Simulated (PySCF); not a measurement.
# Reproducing measurements on bromoethene

**What was measured.**

From NIST CCCBDB Release 22 (SRD 101), experimental dipoles, for the gas: dipole moment (dielectric constant against temperature) 1.42 D.

The results are set against them at the end.

Species: bromoethene, C2H3Br.
Atom-mapped SMILES: `[CH2:1]=[CH:2][Br:3]` (hydrogens: H4, H5 on C1; H6 on C2)

Structure used (PBE0-D3(BJ)/def2-SVP), in Å, numbered top down from 1:
```
atom  x, y, z in Å
C1    -0.6813    0.0316   -0.1539
C2     0.6331    0.0939    0.0273
Br3    1.8237   -1.2561   -0.5122
H4    -1.3057    0.8615    0.1882
H5    -1.1679   -0.8202   -0.6346
H6     1.1373    0.9373    0.5048
```

The PySCF runs (gas phase, on this PBE0-D3(BJ)/def2-SVP geometry; no spin–orbit coupling):

```json
{"level": "PBE0-D3(BJ)/def2-SVP, grid level 1", "job": "geometry optimisation from a GFN2-xTB start shaken at random", "basis functions": "75", "wall time": "11 s"}
```

Hardware: an Intel Xeon Platinum 8259CL at 2.50 GHz with one thread, no GPU, on a shared host.

Results beside the measurements:

**Dipole moment.** Measured: 1.42 D (NIST CCCBDB Release 22 (SRD 101), experimental dipoles).

| level | computed (D) | computed − measured (D) | % (from the printed values) |
| --- | --- | --- | --- |
| PBE0-D3(BJ)/def2-SVP | 1.34 | -0.08 | -6 |

The computed dipoles belong to one fixed geometry; measured ones are averaged over vibrations unless marked μe. Magnitudes are compared, not signs.

No measured geometry was used, and the causes of the misses weren't examined.
